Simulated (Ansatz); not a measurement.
## GaCl (SMILES [Cl][Ga]): the energy, rung by rung

GaCl: 2 atoms, total charge 0, spin state singlet. As SMILES, `[Cl][Ga]`. Geometry: relaxed at PBE0-D4/def2-TZVP.

| atom | x (Å) | y (Å) | z (Å) |
| --- | --- | --- | --- |
| Cl | 0.0000 | 0.0000 | -0.0236 |
| Ga | 0.0000 | 0.0000 | 2.1922 |

Quantity: the energy change with the Cl1–Ga2 bond stretched from 2.216 to 2.711 Å, in eV. The values are calculated.

| level | kind | program | value (eV) | CPU time (all runs) |
| --- | --- | --- | --- | --- |
| HF/STO-3G (restricted) | Hartree–Fock | Ansatz | 1.64 | 1.1 s |
| SVWN5/STO-3G (restricted) | LDA | Ansatz | 1.66 | 9.3 s |
| BLYP/STO-3G (restricted) | GGA | Ansatz | 1.43 | 20 s |
| PBE/STO-3G (restricted) | GGA | Ansatz | 1.50 | 18 s |
| BHLYP/STO-3G (restricted) | global hybrid | Ansatz | 1.63 | 18 s |
| CAM-B3LYP/STO-3G (restricted) | range-separated hybrid | Ansatz | 1.64 | 29 s |
| wB97X/STO-3G (restricted) | range-separated hybrid | Ansatz | 1.66 | 1.8 min |
| MP2/STO-3G (restricted) | perturbation theory | Ansatz | 1.58 | 2.1 s |

All-electron rows without a relativistic Hamiltonian named are non-relativistic. The first shape isn't each level's own minimum. The values span 1.43 to 1.66 eV. All rows use very small basis sets, so even the best lies far from the true value. In the correlated wave-function rows the outer d shell of Ga is correlated, in sets not made for it. Times are those of the runs behind each value, whatever else they computed, on shared processors of several kinds: orders of magnitude only.
